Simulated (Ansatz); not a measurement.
```yaml
crystal:
  periodic: [false, false, false]
  atoms:
    - {symbol: O, position_ang: [-0.875697, -1.442921, -0.009513]}
    - {symbol: W, position_ang: [-0.022458, 0.181256, -0.148122]}
    - {symbol: O, position_ang: [1.076668, -0.116676, 1.294950]}
    - {symbol: F, position_ang: [-1.073410, 0.608461, -1.625731]}
    - {symbol: F, position_ang: [0.752181, 1.855256, -0.408485]}
    - {symbol: Cl, position_ang: [-1.613066, 1.231980, 1.165552]}
    - {symbol: Cl, position_ang: [1.543649, -0.663992, -1.628910]}
    - {symbol: H, position_ang: [-1.564772, -1.950342, -0.442379]}
    - {symbol: H, position_ang: [1.776914, 0.296988, 1.802638]}
basis:
  gaussian: {orbitals: ANO-RCC-VTZP}
hamiltonian: {xc: {name: B97M-V}}
scf: {lower_state_search: off}
output: {forces: true}
```

```sh
$ ansatz run in.yaml --threads 4 --pin off --events-out ev --progress --plain --max-ram 11315MiB
```

Output, abridged:

```
Functional definition: B97M-V
2624 factors; their error is unknown
mean field evaluation 1: about -473937.5632 eV, gradient 1.1e2 eV
mean field evaluation 2: about -473598.1451 eV, gradient 4.4e2 eV
mean field evaluation 4: about -473950.7291 eV, gradient 6.0e1 eV
mean field evaluation 8: about -473956.6297 eV, gradient 1.2e0 eV
mean field evaluation 16: about -473956.5980 eV, gradient 3.1e-3 eV
mean field -473956.59803989 eV, -17417.5837186454 hartree, gradient 2.7e-6 eV, S^2 0.000000; 0 other end points of the search recorded, 0 dependent functions left out
reference -473956.59815600 eV, -17417.5837229123 hartree; 72, 72 occupied and 248, 248 virtual orbitals, 2624 factors
Total energy: -473956.59815600 eV, -17417.5837229123 hartree
Relativity: scalar
Atom 0 at    -0.875697    -1.442921    -0.009513 Å, force    -0.097033    -0.089512    -0.049148 eV/Å
Atom 1 at    -0.022458     0.181256    -0.148122 Å, force    -0.006039     0.061938    -0.048253 eV/Å
Atom 2 at     1.076668    -0.116676     1.294950 Å, force     0.101180     0.040606     0.086774 eV/Å
Atom 3 at    -1.073410     0.608461    -1.625731 Å, force     0.096947     0.006144     0.105459 eV/Å
Atom 4 at     0.752181     1.855256    -0.408485 Å, force    -0.082249    -0.116555    -0.013906 eV/Å
Atom 5 at    -1.613066     1.231980     1.165552 Å, force    -0.009974     0.013552     0.000511 eV/Å
Atom 6 at     1.543649    -0.663992    -1.628910 Å, force     0.007586     0.002963    -0.015118 eV/Å
Atom 7 at    -1.564772    -1.950342    -0.442379 Å, force     0.144834     0.139227     0.069119 eV/Å
Atom 8 at     1.776914     0.296988     1.802638 Å, force    -0.155252    -0.058363    -0.135437 eV/Å
Dipole moment:     0.068503    -0.499992     0.416406 e Å
Checks for a lower state left out: stability, starts, cluster_reference, orbital_swaps, neighbouring_geometries, increment
```

Hardware: 4 threads of an Arm Neoverse V1 on a shared host. Wall time 45 s, peak host memory 1.3 GiB.
